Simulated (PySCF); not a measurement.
C₄H₈AlCl, SMILES [Al]([Cl])([CH2]C)[CH]=C (PBE0/def2-SVP optimised geometry):

```
14

Al    -0.955    -0.913     0.000
Cl    -1.884    -2.819     0.000
C     -2.155     0.633     0.000
C     -1.561     2.042     0.001
H     -2.825     0.497     0.870
H     -2.824     0.498    -0.871
H     -0.931     2.225    -0.884
H     -0.932     2.224     0.887
H     -2.344     2.819     0.001
C      0.988    -0.913     0.000
C      1.727     0.209     0.001
H      1.539    -1.864    -0.001
H      2.825     0.192     0.001
H      1.278     1.210     0.003
```

Method: PBE0/def2-TZVP run with PySCF.

Task: What are the frontier orbital energies and the dipole moment?

Result: HOMO-2 -8.91 eV, HOMO-1 -8.17 eV, HOMO -7.61 eV, LUMO -1.37 eV, LUMO+1 0.12 eV; dipole moment 2.27 D.

On the same geometry PBE/def2-TZVP in PySCF gives HOMO-2 -7.53 eV, HOMO-1 -7.07 eV, HOMO -6.35 eV, LUMO -2.23 eV, LUMO+1 -0.66 eV; dipole moment 2.19 D.

Meta-Löwdin charges at PBE0/def2-TZVP: Al1 0.84, Cl2 -0.35, C3 -0.50, C4 -0.32, H5 0.13, H6 0.13, H7 0.11, H8 0.11, H9 0.11, C10 -0.40, C11 -0.20, H12 0.13, H13 0.12, H14 0.11.
